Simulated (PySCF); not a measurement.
Species: C3H5F2PSi.
Numbering: `[F:1][C:2]1=[C:3]([Si@@H:4]([F:5])[PH2:6])[CH2:7]1` (hydrogens: H8 on Si4; H9, H10 on P6; H11, H12 on C7)

Method: PBE0-D3(BJ)/def2-SVP geometry optimisation, gas phase (PySCF); density fitting, grid level 1; the optimiser is geomeTRIC in internal coordinates, started from a GFN2-xTB structure with every atom displaced at random (about 0.01 Å).

At the end of the run (lengths in Å): C3–Si4 1.833, P6–H9 1.431, C3–C7 1.575, P6–H10 1.430, Si4–P6 2.250, Si4–H8 1.489, F1–C2 1.302, C2–C3–Si4 157.7°, Si4–C3–C7 142.5°, C3–Si4–P6 108.0°, C3–C2–C7 69.7°, F1–C2–C3–Si4 -2°, C2–C3–Si4–F5 -164°, F1–C2–C7–C3 -178°, H8–Si4–C3–C2 80°, H9–P6–Si4–C3 66°.

**Question.** These geometries were met on the way; a selection of coordinates is given. Order them by energy above the end point, lowest first.
A. C3–Si4 1.833, P6–H9 1.431, C3–C7 1.574, P6–H10 1.430, Si4–P6 2.251, Si4–H8 1.488, F1–C2 1.304, C2–C3–Si4 157.4°, Si4–C3–C7 142.9°, C3–Si4–P6 106.4°, C3–C2–C7 69.7°, F1–C2–C3–Si4 -2°, C2–C3–Si4–F5 -170°, F1–C2–C7–C3 178°, H8–Si4–C3–C2 73°, H9–P6–Si4–C3 62°
B. C3–Si4 1.905, P6–H9 1.374, C3–C7 1.522, P6–H10 1.379, Si4–P6 2.212, Si4–H8 1.458, F1–C2 1.330, C2–C3–Si4 151.4°, Si4–C3–C7 146.1°, C3–Si4–P6 109.2°, C3–C2–C7 66.5°, F1–C2–C3–Si4 -4°, C2–C3–Si4–F5 -174°, F1–C2–C7–C3 180°, H8–Si4–C3–C2 75°, H9–P6–Si4–C3 66°
C. C3–Si4 1.850, P6–H9 1.440, C3–C7 1.570, P6–H10 1.438, Si4–P6 2.252, Si4–H8 1.489, F1–C2 1.305, C2–C3–Si4 157.5°, Si4–C3–C7 142.6°, C3–Si4–P6 104.6°, C3–C2–C7 69.4°, F1–C2–C3–Si4 -2°, C2–C3–Si4–F5 -169°, F1–C2–C7–C3 178°, H8–Si4–C3–C2 72°, H9–P6–Si4–C3 60°

**Answer.** A (0.007 eV), C (0.029 eV), B (0.238 eV).

```tsv
step	E above end (eV)	rms distance from the end, all atoms (Å)	largest force (eV/Å)	rms shift of all bonds from the end (Å)
2	0.007	0.140	0.134	0.001
1	0.029	0.157	0.406	0.006
0	0.238	0.189	2.339	0.039
```

Rows stand in the order of the answer.
